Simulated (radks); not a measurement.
Spherical quantum dot in the effective-mass picture: electrons in a parabolic well V = omega^2 r^2 / 2 with omega = 1.9, with a point charge +2 (a donor) at the centre, all in effective atomic units (hartree* = m*/eps^2 hartree, bohr* = eps/m* bohr), one dielectric constant everywhere. Method: non-relativistic Kohn-Sham, r2SCAN, spin-polarised, spherical densities, generalised Kohn-Sham scheme; computed with a radial shooting solver with Libxc functionals. Levels are named by radial order and angular momentum (1s, 1p, 1d, 2s, ...), and open shells are averaged over m. Each electron was tried in the lowest free levels, single moves between levels near the top were tried too, and the lowest total energy was kept; such a search can miss a lower state. At N = 1 the Hartree and exchange-correlation terms need not cancel, so that row can carry a self-interaction error.

| N | open shells | 2S | E (hartree*) | mu = E(N) - E(N-1) (hartree*) | addition energy mu(N+1) - mu(N) (hartree*) | e(HOMO) (hartree*) | rms radius (bohr*) |
|---|---|---|---|---|---|---|---|
| 1 | 1s(up 1, down 0) | 1 | -1.09865 | -1.0986 | 1.538 | -0.55426 | 0.6269 |
| 2 | none | 0 | -0.659519 | 0.43913 | 4.025 | 0.93213 | 0.6751 |
| 3 | 1p(up 1, down 0) | 1 | 3.80489 | 4.4644 | 0.6772 | 4.7907 | 0.8505 |
| 4 | 1p(up 2, down 0) | 2 | 8.94645 | 5.1416 | 0.7103 | 5.4955 | 0.9386 |
| 5 | 1p(up 3, down 0) | 3 | 14.7983 | 5.8518 | 1.024 | 6.2087 | 0.9978 |
| 6 | 1p(up 3, down 1) | 2 | 21.6746 | 6.8763 | 0.6185 | 7.1751 | 1.047 |
| 7 | 1p(up 3, down 2) | 1 | 29.1694 | 7.4948 | 0.6487 | 7.8178 | 1.088 |
| 8 | none | 0 | 37.3128 | 8.1435 | 1.610 | 8.4700 | 1.122 |
| 9 | 2s(up 1, down 0) | 1 | 47.0663 | 9.7535 | 0.6905 | 10.034 | 1.173 |
| 10 | none | 0 | 57.5102 | 10.444 | 1.213 | 10.721 | 1.216 |
| 11 | 1d(up 1, down 0) | 1 | 69.1672 | 11.657 | 0.5383 | 11.925 | 1.257 |
| 12 | 1d(up 2, down 0) | 2 | 81.3626 | 12.195 | 0.5412 | 12.466 | 1.292 |
| 13 | 1d(up 3, down 0) | 3 | 94.0991 | 12.737 | 0.5403 | 13.007 | 1.324 |
| 14 | 1d(up 4, down 0) | 4 | 107.376 | 13.277 | 0.5375 | 13.546 | 1.353 |
| 15 | 1d(up 5, down 0) | 5 | 121.190 | 13.814 | 0.7406 | 14.082 | 1.380 |
| 16 | 1d(up 5, down 1) | 4 | 135.745 | 14.555 | 0.5005 | 14.804 | 1.405 |
| 17 | 1d(up 5, down 2) | 3 | 150.801 | 15.055 | 0.5047 | 15.307 | 1.429 |
| 18 | 1d(up 5, down 3) | 2 | 166.361 | 15.560 | 0.5052 | 15.813 | 1.452 |
| 19 | 1d(up 5, down 4) | 1 | 182.426 | 16.065 | 0.5039 | 16.318 | 1.473 |
| 20 | none | 0 | 198.995 | 16.569 | 1.841 | 16.820 | 1.493 |
| 21 | 1f(up 1, down 0) | 1 | 217.406 | 18.411 | 0.4548 | 18.638 | 1.519 |
| 22 | 1f(up 2, down 0) | 2 | 236.271 | 18.865 | 0.4553 | 19.093 | 1.544 |
| 23 | 1f(up 3, down 0) | 3 | 255.592 | 19.321 | 0.4546 | 19.548 | 1.567 |
| 24 | 1f(up 4, down 0) | 4 | 275.368 | 19.775 | 0.4533 | 20.002 | 1.589 |
| 25 | 1f(up 5, down 0) | 5 | 295.596 | 20.229 | 0.4516 | 20.455 | 1.609 |
| 26 | 1f(up 6, down 0) | 6 | 316.276 | 20.680 | 0.4496 | 20.905 | 1.629 |
| 27 | 1f(up 7, down 0) | 7 | 337.406 | 21.130 | 0.5197 | 21.354 | 1.648 |
| 28 | 1f(up 7, down 0) 2p(up 1, down 0) | 8 | 359.056 | 21.649 | 0.4470 | 21.873 | 1.666 |
| 29 | 1f(up 7, down 0) 2p(up 2, down 0) | 9 | 381.152 | 22.097 | 0.4493 | 22.321 | 1.684 |
| 30 | 1f(up 7, down 0) 2p(up 3, down 0) | 10 | 403.698 | 22.546 | 0.5588 | 22.771 | 1.701 |
| 31 | 1f(up 7, down 1) 2p(up 3, down 0) | 9 | 426.802 | 23.105 | 0.4204 | 23.315 | 1.718 |
| 32 | 1f(up 7, down 2) 2p(up 3, down 0) | 8 | 450.327 | 23.525 | 0.4214 | 23.736 | 1.734 |
| 33 | 1f(up 7, down 3) 2p(up 3, down 0) | 7 | 474.274 | 23.946 | 0.4213 | 24.157 | 1.749 |
| 34 | 1f(up 7, down 4) 2p(up 3, down 0) | 6 | 498.642 | 24.368 | 0.4206 | 24.578 | 1.764 |
| 35 | 1f(up 7, down 5) 2p(up 3, down 0) | 5 | 523.430 | 24.788 | 0.4196 | 24.998 | 1.779 |
| 36 | 1f(up 7, down 6) 2p(up 3, down 0) | 4 | 548.638 | 25.208 | 0.4183 | 25.417 | 1.794 |
| 37 | 2p(up 3, down 0) | 3 | 574.264 | 25.626 | 0.5365 | 25.835 | 1.808 |
| 38 | 2p(up 3, down 1) | 2 | 600.427 | 26.163 | - | 26.370 | 1.821 |

All shells are closed at N = 2, 8, 10, 20 (there: 1s2 1p6 1d10 2s2); the second difference of the energy has clear peaks (12 % above both neighbours; the first and last values, which can be the largest, are not judged, and half-filled shells can peak too) at N = 2, 5, 8, 10, 15, 20, 27, 30.
